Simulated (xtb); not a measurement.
xtb input (GFN2-xTB):

```bash
xtb mol.xyz --gfn 2 --ohess tight --chrg -1 --uhf 0
```
mol.xyz:
```
4

O      1.19293195    -0.36333569     0.02465105
C      0.04288140    -0.02904264     0.03970027
O     -1.06799447    -0.69811495    -0.04752535
H     -0.16872880     1.11081284     0.00547646
```

Output:

```
           -------------------------------------------------
          |                Calculation Setup                |
           -------------------------------------------------

           -------------------------------------------------
          |                 G F N 2 - x T B                 |
           -------------------------------------------------

        Reference                      10.1021/acs.jctc.8b01176
      * Hamiltonian:
        H0-scaling (s, p, d)           1.850000    2.230000    2.230000
        zeta-weighting                 0.500000
      * Dispersion:
        s8                             2.700000
        a1                             0.520000
        a2                             5.000000
        s9                             5.000000
      * Repulsion:
        kExp                           1.500000    1.000000
        rExp                           1.000000
      * Coulomb:
        alpha                          2.000000
        third order                    shell-resolved
        anisotropic                    true
        a3                             3.000000
        a5                             4.000000
        cn-shift                       1.200000
        cn-exp                         4.000000
        max-rad                        5.000000

          ...................................................
          :                      SETUP                      :
          :.................................................:
          :  # basis functions                  13          :
          :  # atomic orbitals                  13          :
          :  # shells                            7          :
          :  # electrons                        18          :
          :  max. iterations                   250          :
          :  Hamiltonian                  GFN2-xTB          :
          :  restarted?                      false          :
          :  GBSA solvation                  false          :
          :  PC potential                    false          :
          :  electronic temp.          300.0000000     K    :
          :  accuracy                    1.0000000          :
          :  -> integral cutoff          0.2500000E+02      :
          :  -> integral neglect         0.1000000E-07      :
          :  -> SCF convergence          0.1000000E-05 Eh   :
          :  -> wf. convergence          0.1000000E-03 e    :
          :  Broyden damping             0.4000000          :
          :  net charge                         -1          :
          :  unpaired electrons                  0          :
          ...................................................

 iter      E             dE          RMSdq      gap      omega  full diag
   1    -10.9842460 -0.109842E+02  0.790E+00    6.39       0.0  T
   2    -11.0531771 -0.689311E-01  0.326E+00    4.72       1.0  T
   3    -11.0573922 -0.421505E-02  0.221E+00    5.16       1.0  T
   4    -11.0588170 -0.142484E-02  0.230E-01    4.90       1.0  T
   5    -11.0589700 -0.152943E-03  0.851E-02    4.98       1.0  T
   6    -11.0589848 -0.148695E-04  0.325E-02    4.96       1.5  T
[...]
                 x           y           z       tot (Debye)
 q only:       -0.111       0.757      -0.004
   full:       -0.146       0.994      -0.002       2.554
molecular quadrupole (traceless):
                xx          xy          yy          xz          yz          zz
 q only:       -4.147      -0.671       0.386      -0.249      -0.053       3.761
  q+dip:       -5.759      -1.031       1.195      -0.327      -0.060       4.565
   full:       -5.931      -0.986       0.724      -0.351      -0.074       5.207

           -------------------------------------------------
          |                Geometry Summary                 |
           -------------------------------------------------

      molecular mass/u    :       45.0174865
   center of mass at/Å    :        0.0541374      -0.3680504       0.0022722
  moments of inertia/u·Å² :        0.4605142E+01   0.4026489E+02   0.4487003E+02
rotational constants/cm⁻¹ :        0.3660611E+01   0.4186683E+00   0.3756991E+00

 * 2 selected distances

     #   Z          #   Z                                           value/Å
     1   8 O        2   6 C                                       1.2297486 (min)
     2   6 C        3   8 O                                       1.2297968 (max)

 * 1 distinct bonds (by element types)

   Z      Z             #   av. dist./Å        max./Å        min./Å
   6 C    8 O           2     1.2297727     1.2297968     1.2297486

           -------------------------------------------------
          |               Frequency Printout                |
           -------------------------------------------------
 projected vibrational frequencies (cm⁻¹)
eigval :       -0.00    -0.00    -0.00    -0.00     0.00     0.00
eigval :      704.31   948.26  1274.45  1465.53  1831.04  1973.38
 reduced masses (amu)
   1: 15.18   2: 15.42   3: 14.95   4: 14.60   5:  7.42   6: 14.59   7: 14.41   8:  7.16
   9: 14.28  10:  2.28  11: 13.04  12:  1.73
 IR intensities (km·mol⁻¹)
   1: 12.68   2: 11.15   3: 14.87   4: 19.34   5:  6.00   6:  6.84   7: 89.17   8: 96.12
   9:458.52  10: 24.63  11:846.50  12:801.79
 Raman intensities (Ä⁴*amu⁻¹)
   1:  0.00   2:  0.00   3:  0.00   4:  0.00   5:  0.00   6:  0.00   7:  0.00   8:  0.00
   9:  0.00  10:  0.00  11:  0.00  12:  0.00
 output can be read by thermo (or use thermo option).
 writing <g98.out> molden fake output.
 recommended (thermochemical) frequency scaling factor: 1.0
           -------------------------------------------------
          |             Thermodynamic Functions             |
           -------------------------------------------------

c2v symmetry found (for desy threshold:  0.10E+00) used in thermo

          ...................................................
          :                      SETUP                      :
          :.................................................:
          :  # frequencies                           6      :
          :  # imaginary freq.                       0      :
          :  linear?                             false      :
          :  only rotor calc.                    false      :
          :  symmetry                              c2v      :
          :  rotational number                       2      :
          :  scaling factor                  1.0000000      :
          :  rotor cutoff                   50.0000000 cm⁻¹ :
          :  imag. cutoff                  -20.0000000 cm⁻¹ :
          :.................................................:

    mode    ω/cm⁻¹     T·S(HO)/kcal·mol⁻¹    T·S(FR)/kcal·mol⁻¹   T·S(vib)
   ------------------------------------------------------------------------
   ------------------------------------------------------------------------

   temp. (K)  partition function   enthalpy   heat capacity  entropy
                                   cal/mol     cal/K/mol   cal/K/mol   J/K/mol
Note: The following floating-point exceptions are signalling: IEEE_DENORMAL
normal termination of xtb
 298.15  VIB   1.05                  110.343      1.540      0.465
         ROT  0.348E+04              888.752      2.981     19.189
         INT  0.365E+04              999.095      4.521     19.653
         TR   0.292E+27             1481.254      4.968     37.322
         TOT                        2480.3489     9.4887    56.9755   238.3853

       T/K    H(0)-H(T)+PV         H(T)/Eh          T*S/Eh         G(T)/Eh
   ------------------------------------------------------------------------
    298.15    0.395269E-02    0.226268E-01    0.270709E-01   -0.444412E-02
   ------------------------------------------------------------------------

         :::::::::::::::::::::::::::::::::::::::::::::::::::::
         ::                  THERMODYNAMIC                  ::
         :::::::::::::::::::::::::::::::::::::::::::::::::::::
         :: total free energy         -11.002746740084 Eh   ::
         ::.................................................::
         :: total energy              -10.998302616757 Eh   ::
         :: zero point energy           0.018674068651 Eh   ::
         :: G(RRHO) w/o ZPVE           -0.023118191978 Eh   ::
         :: G(RRHO) contrib.           -0.004444123327 Eh   ::
         :::::::::::::::::::::::::::::::::::::::::::::::::::::

optimized geometry written to: xtbopt.xyz

           -------------------------------------------------
          | TOTAL ENERGY              -10.998302616757 Eh   |
          | TOTAL ENTHALPY            -10.975675860537 Eh   |
          | TOTAL FREE ENERGY         -11.002746740084 Eh   |
          | GRADIENT NORM               0.000107983993 Eh/α |
          | HOMO-LUMO GAP               5.349611295729 eV   |
           -------------------------------------------------

------------------------------------------------------------------------
------------------------------------------------------------------------
 total:
 SCF:
 ANC optimizer:
 analytical hessian:
```
